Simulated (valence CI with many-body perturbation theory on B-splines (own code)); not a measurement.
# Ta LI: one-electron terms

Calculated by configuration interaction combined with many-body perturbation theory (CI+MBPT): five valence electrons over a frozen Dirac-Fock core [Ar], radial functions for each j: 7 s, 7 p, 8 d, 6 f, 4 g, 1 h, with the one-electron correlation potential Σ1, the two-electron term Σ2, the three-electron term Σ3, Breit, model QED; selected CI, second order for the rest, scaled by the run's own slope (own B-spline code, finite nucleus).

No measured spectrum was set against this ion. As an estimate, large intervals hold to a few tenths of a per cent, small ones and those within an open d or f shell to about a per cent. Excitations out of the core, of the other parity, are not computed and may begin above about 244 eV (a cautious bound); beyond it only levels of the ground parity were kept, without lifetimes. Only levels of the ground parity were solved; by the run's estimate the other parity begins above the list, which can be wrong where configurations are misplaced.

These are the spectroscopic orbitals of the CI (the correlating ones are not listed), shaped by the core and the other valence electrons. h is the expectation value of the core's Dirac-Fock operator, without the valence repulsion; Σ1 is computed up to l = 3 at one energy for each symmetry, that of its lowest orbital but kept below the first core excitation, so for empty shells it is not the orbital's own correlation shift; Breit and QED include the response of the core.

```tsv
Orbital	h (hartree)	Σ1 (cm⁻¹)	Breit (cm⁻¹)	QED (cm⁻¹)	⟨r⟩ (bohr)
4s1/2	-113.66	-8075	14410	11109	0.3799
5s1/2	-69.88	-3118	6994	5508	0.6176
6s1/2	-47.297	-1568	3835	3083	0.9157
4p1/2	-110.58	-10776	22929	413	0.3738
5p1/2	-68.347	-3930	11373	219	0.6151
6p1/2	-46.43	-1937	6311	126	0.9169
4p3/2	-106.07	-9882	13273	1392	0.3911
5p3/2	-66.149	-3783	6665	712	0.6365
6p3/2	-45.195	-1899	4070	406	0.9427
3d3/2	-189.53	-21694	30007	-2111	0.1702
4d3/2	-101.86	-10765	11207	-596	0.3685
5d3/2	-64.105	-4161	5462	-270	0.6224
3d5/2	-186.8	-19549	15987	-624	0.1739
4d5/2	-100.83	-10198	5988	-76.2	0.3731
5d5/2	-63.589	-3896	2894	-16.2	0.6281
4f5/2	-97.006	-26899	1731	-431	0.3322
5f5/2	-61.819	-10639	764	-204	0.5930
4f7/2	-96.625	-21187	64.3	-211	0.3343
5f7/2	-61.615	-8373	88.4	-91.7	0.5955
5g7/2	-60.553		148	-59.4	0.5328
5g9/2	-60.457		-36.8	-4.5	0.5341
```

Among the shells of the start configuration 3d5, Σ1 is largest in size for 3d3/2, where it is 0.052 % of h.

Lowest root of each symmetry, sizes in configuration state functions:

```
   J  Parity  Roots  Reference  Variational  Second order  Change by selected CI (cm⁻¹)  Change by second order (cm⁻¹)
 1/2    even      4         74        17671          1868                        -22074                             -2
 3/2    even      7        127        25856        176496                        -20647                            -34
 5/2    even     10        152        27155        167186                        -20543                           -106
 7/2    even      7        137        24857        114551                        -19865                           -236
 9/2    even      5        107        25112         18911                        -20621                           -190
11/2    even      3         67        25382         10872                        -19724                            -38
13/2    even      1         35        19629          6569                        -18890                             -8
```
